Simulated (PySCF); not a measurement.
Si(F)(Cl)2(Et), C2H5Cl2FSi, SMILES CC[Si](F)(Cl)Cl, singlet (PBE0/def2-SVP optimised geometry):

```
11

C     -0.723    -1.886    -1.544
C     -1.150    -0.421    -1.477
Si    -0.506     0.490     0.000
F      1.110     0.490     0.000
Cl    -1.110     2.446     0.000
Cl    -1.094    -0.398     1.752
H     -1.072    -2.446    -0.664
H      0.373    -1.984    -1.586
H     -1.136    -2.377    -2.438
H     -2.250    -0.325    -1.463
H     -0.809     0.138    -2.366
```

Level of theory: PBE0/def2-TZVP in PySCF.

Question: What are the frontier orbital energies and the dipole moment?

Answer: HOMO-2 -9.62 eV, HOMO-1 -9.37 eV, HOMO -9.11 eV, LUMO 0.55 eV, LUMO+1 0.69 eV; dipole moment 2.37 D.

On the same geometry PBE/def2-TZVP run with PySCF 2.14.0 gives HOMO-2 -8.15 eV, HOMO-1 -7.92 eV, HOMO -7.76 eV, LUMO -0.47 eV, LUMO+1 -0.20 eV; dipole moment 2.29 D.

Meta-Löwdin charges at PBE0/def2-TZVP: C1 -0.33, C2 -0.47, Si3 1.22, F4 -0.49, Cl5 -0.28, Cl6 -0.28, H7 0.12, H8 0.12, H9 0.12, H10 0.14, H11 0.14.
